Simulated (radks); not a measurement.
Q: W68+, 6 electrons, occupied as [He] 2s2 2p2. Calculated with a radial shooting solver on a logarithmic mesh with Libxc functionals: scalar-relativistic Kohn-Sham, SCAN, spin-polarised, spherical densities, finite nucleus; open shells are filled with parallel spins first (spin-orbit coupling, left out, can overturn this in heavy ions); meta-GGA in the generalised Kohn-Sham scheme; Fermi nuclear charge, rms radius 5.3658 fm. Some entries of the table are withheld. Estimate them.

| orbital | occ. | eigenvalue (hartree) | <r> (bohr) | <1/r> (bohr^-1) |
|---|---|---|---|---|
| 1s up | 1 | -2835.149 | (1) | 87.21 |
| 1s down | 1 | -2833.041 | (2) | 87.27 |
| 2s up | 1 | -686.4346 | 0.07489 | 21.18 |
| 2s down | 1 | -683.0804 | 0.07507 | 21.10 |
| 2p up | 2 | (3) | 0.06638 | 19.16 |

A: 
(1) 1s up <r> (bohr): 0.01830
(2) 1s down <r> (bohr): 0.01829
(3) 2p up eigenvalue (hartree): -635.9409
